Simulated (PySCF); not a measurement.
Ge⁺: interval between two levels

Ge⁺ [Ar] 3d10 4s2 4p1 [2P3/2, M_J = 3/2] → Ge⁺ [Ar] 3d10 4s1 4p2 [4P5/2, M_J = 5/2], as a difference of total energies. Calculation: PySCF 2.14, in x2c-TZVPall-2c (6s7p4d1f, 54 functions); the two-component X2C-1e Hamiltonian. Correlated levels: [Ne] frozen. "Screened" scales the spin-orbit matrix elements by Boettger's factors to mimic the two-electron term; Breit and QED terms are absent.

```json
{"method": "GHF (spin-free)", "interval between two levels (cm⁻¹)": "39494"}
{"method": "GMP2 (spin-free)", "interval between two levels (cm⁻¹)": "47838"}
{"method": "GHF (screened spin-orbit)", "interval between two levels (cm⁻¹)": "39520"}
{"method": "GMP2 (screened spin-orbit)", "interval between two levels (cm⁻¹)": "47864"}
```

The spin-free rows relax to the high-spin LS determinant and lack the spin-orbit shift.

Errors of the correlated levels include the incompleteness of this basis and the frozen core.

The labels give the starting determinants; with spin-orbit coupling the two ends relaxed to ⟨J²⟩ = 3.76, ⟨L²⟩ = 2.01, ⟨S²⟩ = 0.75 and ⟨J²⟩ = 8.76, ⟨L²⟩ = 2.01, ⟨S²⟩ = 3.75.

For comparison: 51599 cm⁻¹ (measured; NIST Handbook of Basic Atomic Spectroscopic Data (Sansonetti and Martin, J. Phys. Chem. Ref. Data 34, 1559 (2005))).
